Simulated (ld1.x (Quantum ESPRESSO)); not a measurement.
# iron (Fe): what ld1.x (Quantum ESPRESSO) 7.5 does with a changed input

Command:

```bash
ld1.x < Fe.in > Fe.out
```

Input:

```
&input
   title='Fe', zed=26., rel=0, dft='PBE', iswitch=3,
   config='[Ar] 3d6 4s0.5 4p0',
   nld=3, rlderiv=2.45, eminld=-7.0, emaxld=5.0, deld=0.02
 /
 &inputp
   pseudotype=3, lpaw=.true., tm=.true., lloc=-1, rcloc=1.40,
   nlcc=.true., new_core_ps=.true.,
   which_augfun='BESSEL', rmatch_augfun=1.35,
   file_pseudopw='Fe.UPF', file_wfcaegen='ae.wfc', file_wfcncgen='nc.wfc', file_beta='beta', file_chi='chi', file_wfcusgen='us.wfc'
 /
6
4S  1  0   0.50   0.00  2.05  2.25  0.0
4S  1  0   0.00  -0.60  2.05  2.25  0.0
3P  2  1   6.00   0.00  1.20  1.30  0.0
6P  3  1   0.00   0.00  1.20  1.30  0.0
3D  3  2   6.00   0.00  1.65  2.00  0.0
3D  3  2   0.00  -0.60  1.65  2.00  0.0
 &test
   configts(1)='3p6 3d6 4s0.5 4p0'
 /
```

This is an input that runs to its end, with one change: label 4P replaced by a shell that config does not hold. The unchanged file is no sound one. Note: ghost state, extra bound levels that the all-electron valence spectrum of the same l lacks: s at -31.0 eV. A true bound ghost makes a file unfit for plane-wave use.

How does the run end?

The program refuses the input: "ld1_setup: no all electron for this ps".

```
Program LD1 v.7.5

 %%%%%%%%%%%%%%%%%%%%%%%%%%%%%%%%%%%%%%%%%%%%%%%%%%%%%%%%%%%%%%%%%%%%%%%%%%%%%%
     Error in routine ld1_setup (4):
     no all electron for this ps
 %%%%%%%%%%%%%%%%%%%%%%%%%%%%%%%%%%%%%%%%%%%%%%%%%%%%%%%%%%%%%%%%%%%%%%%%%%%%%%

     stopping ...
```
